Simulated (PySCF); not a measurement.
**Peak assignment**

Bonds (- single, = double, # triple, : aromatic): C1-N2, N2-Si3, Si3-O4, O4-Si5, Si5-O6, O6-Si7, Si7-O8, Si7-O9, O9-Si3. C1 carries H10, H11, H12; N2 carries H13; Si3 carries H14; Si5 carries H15, H16; Si7 carries H17; O8 carries H18. Stereochemistry as in CN[Si@@H]1O[SiH2]O[Si@H](O)O1. H15 is cis to N2 on the ring; H16 is trans to N2 on the ring.

Non-relativistic Hamiltonian, one computed conformer, equivalent nuclei averaged, no solvent. GFN2-xTB geometry; shieldings: GIAO PBE0/pcSseg-1; PySCF 2.14.

Shifts are taken against calculated references (same method and geometry level): TMS for ¹H.

Assign these signals to the numbered atoms. ¹H NMR (600 MHz, computed): δ 5.11 (m, 1H), 5.07 (m, 1H), 4.99 (s, 1H), 4.29 (s, 1H), 2.81 (s, 3H), 2.58 (br s, 1H), 0.74 (br s, 1H).

## Answers


| δ (ppm) | atoms | environment | reason |
| --- | --- | --- | --- |
| 5.11 | H16 | hydrogen on a silicon bonded to 2 O, in a 6-membered ring | – |
| 5.07 | H15 | hydrogen on a silicon bonded to 2 O, in a 6-membered ring | – |
| 4.99 | H14 | hydrogen on a silicon bonded to N, 2 O, in a 6-membered ring | – |
| 4.29 | H17 | hydrogen on a silicon bonded to 3 O, in a 6-membered ring | – |
| 2.81 | H10/H11/H12 | hydrogen on a methyl carbon bonded to N | its carbon carries N, which withdraws density |
| 2.58 | H18 | hydrogen on an oxygen bonded to Si | exchangeable; this is the value without hydrogen bonding to other molecules |
| 0.74 | H13 | hydrogen on a nitrogen bonded to C, Si | labile proton, position sensitive to the medium |

H16 and H15; H15 and H14 lie closer than the usual error of such a calculation, so a measured spectrum could show them in the other order.

The OH or NH signal is concentration- and solvent-dependent in practice; the value given is the gas-phase one. No couplings were computed; multiplicities are counted from neighbouring protons, with m where these are inequivalent, close in shift, in a saturated or five-membered ring or joined by F or P, and br s for small geminal =CH2 splittings.
